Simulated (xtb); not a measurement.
C2H5OS, doublet, at a GFN2-xTB geometry; GFN2-xTB in xtb.

Input for xtb:
```
$ xtb mol.xyz --gfn 2 --uhf 1 --etemp 5000 --json

# file mol.xyz
9

C      1.16525674    -0.54297502     0.90922291
S      0.14934259    -0.10289399    -0.41483636
C     -1.50488595    -0.46057734     0.37933940
O      0.22105396     1.34343173    -0.60477129
H      1.27605910    -1.59816656     1.08077406
H      2.01109037     0.08626435     1.11641323
H     -1.61679546     0.18611660     1.24121374
H     -1.51950128    -1.50492909     0.66386570
H     -2.27099045    -0.24912121    -0.35808836
```

The log (banner, timings and long lists left out):

```
   ID    Z sym.   atoms
    1    6 C      1, 3
    2   16 S      2
    3    8 O      4
    4    1 H      5-9

           -------------------------------------------------
          |                Calculation Setup                |
           -------------------------------------------------

           -------------------------------------------------
          |                 G F N 2 - x T B                 |
           -------------------------------------------------

          ...................................................
          :                      SETUP                      :
          :.................................................:
          :  # basis functions                  27          :
          :  # atomic orbitals                  26          :
          :  # shells                           14          :
          :  # electrons                        25          :
          :  max. iterations                   250          :
          :  Hamiltonian                  GFN2-xTB          :
          :  restarted?                      false          :
          :  GBSA solvation                  false          :
          :  PC potential                    false          :
          :  electronic temp.         5000.0000000     K    :
          :  accuracy                    1.0000000          :
          :  -> integral cutoff          0.2500000E+02      :
          :  -> integral neglect         0.1000000E-07      :
          :  -> SCF convergence          0.1000000E-05 Eh   :
          :  -> wf. convergence          0.1000000E-03 e    :
          :  Broyden damping             0.4000000          :
          :  net charge                          0          :
          :  unpaired electrons                  1          :
          ...................................................

 iter      E             dE          RMSdq      gap      omega  full diag
   1    -14.1415952 -0.141416E+02  0.535E+00    4.91       0.0  T
   2    -14.1586091 -0.170139E-01  0.293E+00    4.68       1.0  T
   3    -14.1582446  0.364476E-03  0.138E+00    4.37       1.0  T
   4    -14.1606596 -0.241500E-02  0.477E-01    4.51       1.0  T
   5    -14.1605200  0.139648E-03  0.350E-01    4.39       1.0  T
   6    -14.1611490 -0.629019E-03  0.927E-02    4.48       1.0  T
   7    -14.1611516 -0.259479E-05  0.549E-02    4.48       1.0  T
   8    -14.1611549 -0.330668E-05  0.113E-02    4.47       2.9  T
   9    -14.1611552 -0.274981E-06  0.465E-03    4.47       7.2  T
  10    -14.1611553 -0.708048E-07  0.982E-04    4.47      34.0  T
  11    -14.1611553 -0.302988E-08  0.144E-04    4.47     232.1  T

   *** convergence criteria satisfied after 11 iterations ***

         :::::::::::::::::::::::::::::::::::::::::::::::::::::
         ::                     SUMMARY                     ::
         :::::::::::::::::::::::::::::::::::::::::::::::::::::
         :: total energy             -14.032717676062 Eh    ::
         :: gradient norm              0.013390253676 Eh/a0 ::
         :: HOMO-LUMO gap              4.472885792473 eV    ::
         ::.................................................::
         :: SCC energy               -14.161153350604 Eh    ::
         :: -> isotropic ES            0.034691187022 Eh    ::
         :: -> anisotropic ES          0.001023672258 Eh    ::
         :: -> anisotropic XC          0.005620132079 Eh    ::
         :: -> dispersion             -0.004703450667 Eh    ::
         :: repulsion energy           0.128435674543 Eh    ::
         :: add. restraining           0.000000000000 Eh    ::
         :: total charge              -0.000000000000 e     ::
         :::::::::::::::::::::::::::::::::::::::::::::::::::::

           -------------------------------------------------
          |                Property Printout                |
           -------------------------------------------------

    * Orbital Energies and Occupations

         #    Occupation            Energy/Eh            Energy/eV
      -------------------------------------------------------------
         1        2.0000           -0.7589462             -20.6520
         2        2.0000           -0.6477024             -17.6249
         3        2.0000           -0.6157093             -16.7543
         4        2.0000           -0.5822245             -15.8431
         5        1.9999           -0.5223692             -14.2144
         6        1.9999           -0.5214125             -14.1884
         7        1.9999           -0.5195670             -14.1381
         8        1.9996           -0.4944015             -13.4534
         9        1.9995           -0.4912962             -13.3688
        10        1.9984           -0.4715730             -12.8322
        11        1.9629           -0.4212095             -11.4617
        12        1.8835           -0.4017136             -10.9312
        13        1.1502           -0.3428926              -9.3306 (HOMO)
        14        0.0053           -0.1785171              -4.8577 (LUMO)
        15        0.0008           -0.1483540              -4.0369
        16        0.0000           -0.0644124              -1.7528
        17                          0.0307280               0.8362
        18                          0.0659502               1.7946
        19                          0.1029974               2.8027
        20                          0.1513251               4.1178
        21                          0.1835238               4.9939
        22                          0.2165174               5.8917
        23                          0.2347850               6.3888
        24                          0.3204250               8.7192
       ...                                ...                  ...
        26                          0.9382879              25.5321
      -------------------------------------------------------------
                  HL-Gap            0.1643755 Eh            4.4729 eV
             Fermi-level           -0.3155925 Eh           -8.5877 eV

     #   Z          covCN         q      C6AA      α(0)
     1   6 C        2.827    -0.167    32.321     9.316
     2  16 S        2.797     0.425   124.911    18.811
     3   6 C        3.739    -0.133    23.133     6.863
     4   8 O        0.860    -0.449    22.679     6.385
     5   1 H        0.926     0.045     2.380     2.412
     6   1 H        0.926     0.064     2.155     2.296
     7   1 H        0.925     0.078     1.997     2.210
     8   1 H        0.925     0.065     2.137     2.286
     9   1 H        0.925     0.070     2.084     2.257

 Mol. C6AA /au·bohr⁶  :       1131.879613
 Mol. C8AA /au·bohr⁸  :      32732.482187
 Mol. α(0) /au        :         52.835727

Wiberg/Mayer (AO) data.
largest (>0.10) Wiberg bond orders for each atom

 ---------------------------------------------------------------------------
     #   Z sym  total        # sym  WBO       # sym  WBO       # sym  WBO
 ---------------------------------------------------------------------------
     1   6 C    3.262 --     2 S    1.160     5 H    0.977     6 H    0.972
     2  16 S    3.822 --     4 O    1.759     1 C    1.160     3 C    0.863
     3   6 C    3.930 --     8 H    0.983     9 H    0.979     7 H    0.978
                             2 S    0.863
     4   8 O    1.925 --     2 S    1.759
     5   1 H    0.994 --     1 C    0.977
     6   1 H    0.992 --     1 C    0.972
     7   1 H    0.991 --     3 C    0.978
     8   1 H    0.995 --     3 C    0.983
     9   1 H    0.993 --     3 C    0.979
 ---------------------------------------------------------------------------

Topologies differ in total number of bonds
Writing topology from bond orders to xtbtopo.mol

molecular dipole:
                 x           y           z       tot (Debye)
 q only:       -0.434      -1.253       0.243
   full:       -0.422      -1.219       0.438       3.463
molecular quadrupole (traceless):
                xx          xy          yy          xz          yz          zz
 q only:        2.836      -0.224      -3.170      -0.148       2.010       0.335
  q+dip:        3.703      -0.380      -3.089       0.543       2.252      -0.614
   full:        4.086      -0.381      -3.503       0.240       2.051      -0.582

           -------------------------------------------------
          | TOTAL ENERGY              -14.032717676062 Eh   |
          | GRADIENT NORM               0.013390253676 Eh/α |
          | HOMO-LUMO GAP               4.472885792473 eV   |
           -------------------------------------------------

normal termination of xtb
```
